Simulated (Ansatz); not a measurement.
Ansatz results at the PBE0-D4/def2-TZVP geometry: HOMO–LUMO gap (B3LYP/def2-TZVPP) 6.55 eV; zero-point energy (PBE0-D4/def2-TZVP) 163.3 kJ/mol; LUMO energy (ωB97M-V/def2-TZVPP) 0.71 eV.

Question: Which molecule gave them?
A. `C[Se]B(F)Cl`
B. `BCC#CF`
C. `C#CB(C)F`
D. `BO[SiH3]`

Answer: C. The others give `BCC#CF`: 5.39, 155.1, 0.33; `BO[SiH3]`: 7.39, 133.1, 1.22; `C[Se]B(F)Cl`: 6.28, 121.6, 1.44.

B3LYP here is the variant with VWN-RPA as its local correlation; programs differ in this.
